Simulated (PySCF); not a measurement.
C2H8N (SMILES CC[NH3+]), charge +1, singlet, at a GFN2-xTB geometry; TPSS/6-31G** run with PySCF.

Here is a job for PySCF.
```python
from pyscf import gto, scf, dft

mol = gto.M(
    atom='''
C     1.242363   -0.397501   -0.003229
C     0.104878    0.602170    0.010315
N    -1.207868   -0.122818   -0.005342
H     2.189650    0.133330    0.008197
H     1.215410   -1.041569    0.872132
H     1.220246   -1.012061   -0.899685
H     0.148359    1.250307   -0.865745
H     0.143518    1.220773    0.907695
H    -1.274177   -0.738352    0.816913
H    -1.269633   -0.710625   -0.847987
H    -2.001747    0.529910    0.003362
''',
    basis='6-31g**',
    charge=1,
    spin=0,
    verbose=4,
)

mf = dft.RKS(mol)
mf.xc = 'tpss'
mf.kernel()
```

What does PySCF print? Leave out banner, timings and long lists.


```
PySCF version 2.14.0

[INPUT] verbose = 4
[INPUT] num. atoms = 11
[INPUT] num. electrons = 26
[INPUT] charge = 1
[INPUT] spin (= nelec alpha-beta = 2S) = 0
[INPUT] symmetry False subgroup None
[INPUT] Mole.unit = angstrom
[INPUT] Symbol           X                Y                Z      unit          X                Y                Z       unit  Magmom
[INPUT]  1 C      1.242363000000  -0.397501000000  -0.003229000000 AA    2.347725817293  -0.751168024241  -0.006101925656 Bohr   0.0
[INPUT]  2 C      0.104878000000   0.602170000000   0.010315000000 AA    0.198190696492   1.137936380429   0.019492524975 Bohr   0.0
[INPUT]  3 N     -1.207868000000  -0.122818000000  -0.005342000000 AA   -2.282539714626  -0.232092383167  -0.010094916957 Bohr   0.0
[INPUT]  4 H      2.189650000000   0.133330000000   0.008197000000 AA    4.137838808654   0.251957184188   0.015490085043 Bohr   0.0
[INPUT]  5 H      1.215410000000  -1.041569000000   0.872132000000 AA    2.296792029058  -1.968280149837   1.648090624469 Bohr   0.0
[INPUT]  6 H      1.220246000000  -1.012061000000  -0.899685000000 AA    2.305930744596  -1.912518111353  -1.700158248379 Bohr   0.0
[INPUT]  7 H      0.148359000000   1.250307000000  -0.865745000000 AA    0.280357878114   2.362737801627  -1.636020943712 Bohr   0.0
[INPUT]  8 H      0.143518000000   1.220773000000   0.907695000000 AA    0.271209713945   2.306926630264   1.715294954637 Bohr   0.0
[INPUT]  9 H     -1.274177000000  -0.738352000000   0.816913000000 AA   -2.407845564220  -1.395283063525   1.543741837597 Bohr   0.0
[INPUT] 10 H     -1.269633000000  -0.710625000000  -0.847987000000 AA   -2.399258648710  -1.342886627269  -1.602463187192 Bohr   0.0
[INPUT] 11 H     -2.001747000000   0.529910000000   0.003362000000 AA   -3.782753600670   1.001384770668   0.006353259231 Bohr   0.0

nuclear repulsion = 90.3862240085712
number of shells = 42
number of NR pGTOs = 137
number of NR cGTOs = 82
basis = 6-31g**
ecp = {}

******** <class 'pyscf.dft.rks.RKS'> ********
method = RKS
initial guess = minao
damping factor = 0
level_shift factor = 0
DIIS = <class 'pyscf.scf.diis.CDIIS'>
diis_start_cycle = 1
diis_space = 8
diis_damp = 0
SCF conv_tol = 1e-09
SCF conv_tol_grad = None
SCF max_cycles = 50
direct_scf = True
direct_scf_tol = 1e-13
XC library pyscf.dft.libxc version 7.1.2
    S. Lehtola, C. Steigemann, M. J. T. Oliveira, and M. A. L. Marques,  SoftwareX 7, 1–5 (2018)
XC functionals = tpss
    J. Tao, J. P. Perdew, V. N. Staroverov, and G. E. Scuseria,  Phys. Rev. Lett. 91, 146401 (2003)
    J. P. Perdew, J. Tao, V. N. Staroverov, and G. E. Scuseria,  J. Chem. Phys. 120, 6898 (2004)
    J. Tao, J. P. Perdew, V. N. Staroverov, and G. E. Scuseria,  Phys. Rev. Lett. 91, 146401 (2003)
    J. P. Perdew, J. Tao, V. N. Staroverov, and G. E. Scuseria,  J. Chem. Phys. 120, 6898 (2004)
radial grids:
    Treutler-Ahlrichs [JCP 102, 346 (1995); DOI:10.1063/1.469408] (M4) radial grids

becke partition: Becke, JCP 88, 2547 (1988); DOI:10.1063/1.454033
pruning grids: <function nwchem_prune>
grids dens level: 3
symmetrized grids: False
atomic radii adjust function: <function treutler_atomic_radii_adjust>
small_rho_cutoff = 0
Set gradient conv threshold to 3.16228e-05
Initial guess from minao.
tot grids = 120608
init E= -135.789097758463
  HOMO = -0.384180543327024  LUMO = 0.00655062133029904  gap/eV = 10.63234
cycle= 1 E= -135.532285984544  delta_E= 0.257  |g|= 0.344  |ddm|= 2.56
  HOMO = -0.459213439040031  LUMO = -0.20100969662756  gap/eV = 7.02608
cycle= 2 E= -135.520509442074  delta_E= 0.0118  |g|= 0.409  |ddm|= 0.809
  HOMO = -0.514536251423138  LUMO = -0.189092176710681  gap/eV = 8.85578
cycle= 3 E= -135.566359211976  delta_E= -0.0458  |g|= 0.0478  |ddm|= 0.417
  HOMO = -0.514518174076795  LUMO = -0.186668834360184  gap/eV = 8.92123
cycle= 4 E= -135.566790123067  delta_E= -0.000431  |g|= 0.0196  |ddm|= 0.044
  HOMO = -0.51358057584561  LUMO = -0.184850813444516  gap/eV = 8.94519
cycle= 5 E= -135.566864610942  delta_E= -7.45e-05  |g|= 0.0059  |ddm|= 0.0161
  HOMO = -0.513522667892763  LUMO = -0.185283512058931  gap/eV = 8.93184
cycle= 6 E= -135.566872815101  delta_E= -8.2e-06  |g|= 0.000578  |ddm|= 0.0054
  HOMO = -0.513446497030562  LUMO = -0.185320866180548  gap/eV = 8.92875
cycle= 7 E= -135.566872906728  delta_E= -9.16e-08  |g|= 9.36e-05  |ddm|= 0.000813
  HOMO = -0.513460707591465  LUMO = -0.18532829526314  gap/eV = 8.92894
cycle= 8 E= -135.566872908976  delta_E= -2.25e-09  |g|= 1.82e-05  |ddm|= 0.000114
  HOMO = -0.513463132724008  LUMO = -0.185328629261913  gap/eV = 8.92899
cycle= 9 E= -135.56687290904  delta_E= -6.32e-11  |g|= 1.01e-05  |ddm|= 2.48e-05
  HOMO = -0.513462524543563  LUMO = -0.185327816981626  gap/eV = 8.92900
Extra cycle  E= -135.566872909019  delta_E= 2.05e-11  |g|= 1.36e-05  |ddm|= 1.92e-05
converged SCF energy = -135.566872909019
```
